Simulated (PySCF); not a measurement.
Bonds (- single, = double, # triple, : aromatic): C1-O2 1.421 Å, O2-C3 1.306 Å, C3:N4 1.296 Å, N4:N5 1.372 Å, N5:C6 1.294 Å, C6-Si7 1.879 Å, C6:O8 1.374 Å, O8:C3 1.333 Å. C1 carries H9, H10, H11; Si7 carries H12, H13, H14.

[PySCF: PBE0-D3(BJ)/def2-SVP structure; NMR shieldings at B97-2/pcSseg-1/GIAO; relativity neglected; averaged over atoms made equivalent by symmetry, fast rotation or ring inversion; one conformer; no solvent]

δ = σ(ref) − σ, references computed at the same level: 13C (σ = 183.69 ppm) and 1H (σ = 31.38 ppm) and 29Si (σ = 357.41 ppm) vs TMS; H2O for 17O (σ = 331.62 ppm); 15N (σ = 262.91 ppm) against NH3.

```tsv
atoms	nucleus	count	δ (ppm)
N4	15N	1	282.9
C6	13C	1	?
Si7	29Si	1	?
C3	13C	1	171.3
H9/H10/H11	1H	3	?
O8	17O	1	307.1
N5	15N	1	377.9
H12/H13/H14	1H	3	4.40
C1	13C	1	58.0
O2	17O	1	96.0
```

Problem. Fill in the missing shifts.

Solution. 
- C6: 158.8 ppm, substituted aromatic carbon next to the ring oxygen
- H9/H10/H11: 4.09 ppm, hydrogen on a methyl carbon bonded to O; its carbon carries O, hence the downfield position
- Si7: -78.7 ppm, silicon bonded to C, 3 H

Shifts are as computed. Against solution values, carbons near 30 ppm lie about +1 ppm off and those near 130 ppm about +2 ppm (rms about the fit 1.9 ppm; single classes can miss by 10 ppm). Of 1328 compounds with measured shifts, 309 miss one by over three times the rms of a fit or turn the order of signals round; such compounds aren't used in these exercises. Signals without a measured value on file couldn't be tested in this way. Unscaled 17O shifts of doubly bonded oxygen tend to come out too high, by tens of ppm or more. Experimental scales use liquid or dissolved standards, which lie at an offset from isolated NH3 (liquid NH3: subtract about 20 ppm) and H2O (liquid H2O: subtract about 36 ppm). Unscaled 15N shifts of sp2 nitrogen often come out too high even then, by a few to some tens of ppm.
